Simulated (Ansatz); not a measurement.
MF2 with several metals: vertical EA (eV) at several levels, gas phase, relaxed structures; Ansatz. Singlets are spin-restricted. The spins of the ions were chosen, not always searched. The structures are stationary points that may keep the symmetry of their start. Remarks come from the PBE and PBE0 runs and from stability tests at other levels; not every state was tested. A HOMO above zero means that the electron is unbound at that level and held by the basis, or that self-interaction error raises the level; the energy of removing that electron tells which.

| species | state | geometry | r2SCAN-D4/def2-TZVPD | PBE0-D4/def2-TZVPD | remarks |
| --- | --- | --- | --- | --- | --- |
| NiF2 | triplet to doublet | PBE-D4/def2-TZVP | 2.07 | 2.11 | HOMO above zero (-1 doublet) |
| MnF2 | sextet to quintet | PBE0-D4/def2-TZVP | 0.90 | 0.87 | HOMO above zero (-1 quintet), spin-contaminated (⟨S²⟩ up to 6.28) (-1 quintet) |
| CoF2 | quartet to triplet | r2SCAN-D4/def2-TZVP | 2.01 | 1.74 | HOMO above zero (-1 triplet) |
| CrF2 | quintet to sextet | B3LYP-D4/def2-TZVP | 1.18 | 1.16 | HOMO above zero (-1 sextet) |

Task: Estimate the column for PBE-D4/def2-TZVPD.

Result: NiF2 2.28; MnF2 1.15; CoF2 2.11; CrF2 1.09.

Over the 4 species that have every level, the mean is 1.66 at PBE-D4/def2-TZVPD, 1.54 at r2SCAN-D4/def2-TZVPD, 1.47 at PBE0-D4/def2-TZVPD.
